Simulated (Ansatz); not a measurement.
**Cu⁺ ··· CH2O**

The pair of Cu⁺ (SMILES [Cu+], atom 1) and CH2O (SMILES C=O, atoms 2–5), both closed shells, in one local arrangement (a lower one may exist), relaxed at PBE0-D4/def2-TZVP:

```
atom    x (Å)    y (Å)    z (Å)
 Cu1  -0.0058   0.1302  -2.3467
  C2   0.0182  -0.0390   0.6056
  O3  -0.4673   0.1773  -0.4883
  H4  -0.5994   0.1111   1.4999
  H5   1.0546  -0.3797   0.7294
```

Ansatz 0.2.0; basis: def2-TZVPPD, with def2-QZVPPD for the basis limit; cores frozen in the correlated methods. The 3s and 3p shells of Cu and Zn are frozen; filled d shells are correlated. B3LYP uses VWN-RPA correlation. Extrapolation: Hartree–Fock as exp(−7.88 √X), correlation as X^−2.97. Interaction energies count from these two fragments, frozen as in the pair, with the counterpoise correction; negative means bound.

(1) What is the interaction energy by CCSD(T) at an estimated basis limit (MP2 extrapolated from triple and quadruple zeta, plus CCSD(T) − MP2 in triple zeta)? (To be estimated.)

(2) Which atoms make the shortest contact between the fragments?

The T1 diagnostic stays at or below 0.023.

Answers

(1) The calculation gives: -168.0 kJ/mol. Hartree–Fock alone gives -134.2 kJ/mol at the basis limit. It counts from the two fragments frozen as in the pair.

The same quantity by other methods in triple zeta, and each one's difference from that estimate:
```
   method  E_int (kJ/mol)  difference
   PBE-D4          -198.2       -30.2
revPBE-D4          -182.8       -14.8
  BLYP-D4          -198.2       -30.2
r2SCAN-D4          -202.2       -34.2
   B97M-V          -196.8       -28.8
  PBE0-D4          -179.5       -11.5
 B3LYP-D4          -185.3       -17.2
 HSE06-D4          -179.0       -11.0
  wB97X-V          -176.0        -8.0
  wB97M-V          -173.6        -5.6
   B2PLYP          -173.2        -5.2
       HF          -132.7        35.3
      MP2          -158.4         9.6
     CCSD          -150.7        17.3
  CCSD(T)          -153.9        14.1
```
Differences are method less estimate.

(2) Cu1 and O3, 1.92 Å apart.

Basis-set superposition shift (counterpoise-corrected less uncorrected): CCSD(T) 6.3; MP2 5.7; HF 1.5; PBE0-D4 1.6; wB97M-V 1.4 kJ/mol.

For scale, one of the runs: CCSD(T)/def2-TZVPPD, 178 basis functions, launched by `ansatz run in.yaml --threads 4 --pin off --events-out ev --progress --plain --max-ram 9574MiB`. Hardware: 4 CPU threads of an Arm Neoverse V2, shared host. Wall time 10 s; peak host memory 1.2 GiB.
